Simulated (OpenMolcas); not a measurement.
Computed levels of 3s² 3p³ in ions with 15 electrons, in cm-1 above ⁴S°_3/2.

```
Program             : OpenMolcas 26.06
Method              : CASSCF
Basis               : ANO-R2
Scalar Hamiltonian  : X2C, finite nucleus
Spin-orbit coupling : RASSI with atomic mean-field integrals over the reference wave functions, term energies averaged over their components
```

Active space for each ion: 5 electrons in 8 orbitals (3s 3p 4s 4p).

| Level | S+ | Ar3+ |
| --- | --- | --- |
| ²D°_3/2 | 18974 | 25785 |
| ²D°_5/2 | 19018 | 25956 |
| ²P°_1/2 | 25669 | 35916 |
| ²P°_3/2 | 25708 | 36090 |

**Question.** Estimate ²D°_3/2, ²D°_5/2 for Cl2+ from its neighbours S+ and Ar3+.

**Answer.** ²D°_3/2 is another term, which grows about linearly with the charge: (18974 + 25785) / 2 = 22380. The calculation gives 22425, so the estimate is off by -0.2 %; the measured value is 18053 (Moore, Atomic Energy Levels, vol. I, NSRDS-NBS 35 (1971 reprint of NBS Circular 467, 1949)).
²D°_5/2 is another term, which grows about linearly with the charge: (19018 + 25956) / 2 = 22487. The calculation gives 22517, so the estimate is off by -0.1 %; the measured value is 18120 (Moore, Atomic Energy Levels, vol. I, NSRDS-NBS 35 (1971 reprint of NBS Circular 467, 1949)).

Without dynamic correlation excited terms often stand tens of per cent too high (terms of higher spin than the ground term too low), and those without a measured partner can miss by more than the paired ones (holds for S+). The run also gave levels led by 3s² 3p² 4p, which use shells meant for correlation; these and all levels above them are left out (holds for S+). Active for correlation alone: 4p 4s; no level in the range computed is led by a configuration that fills them, so any true level of that kind is missing (holds for Cl2+; Ar3+). Measured partners are found by configuration, term and J. A level has none where our copy of the source lacks it or the pairing is in doubt (some pairs that miss far off the trend of their configuration count as doubtful), and it then counts in no deviation. Levels of configurations outside the active space are missing.

° marks odd parity.
